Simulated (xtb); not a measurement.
C2H8F2Si2, SMILES CC([SiH2]F)[SiH2]F. All values are semi-empirical tight-binding results from xtb (GFN2-xTB unless named), good for trends rather than for accurate numbers. The structure is a stationary point at GFN2-xTB. The structure was generated by enumeration, and PubChem lists no compound with its InChIKey, so it may never have been made. Other conformers were not sampled.

Computed properties:
The orbital gap is 5.47 eV and the dipole moment comes out as 2.03 D. The zero-point energy is 58.4 kcal/mol and the G − E(el) at 298.15 K (modified RRHO) comes out as 36.8 kcal/mol. The static polarisability (D4 model) comes out as 84.6 bohr³ and the solvation energy, GFN2-xTB/ALPB(water) is 0.2 kcal/mol. The solvation energy, GFN2-xTB/ALPB(acetone) is -3.2 kcal/mol.
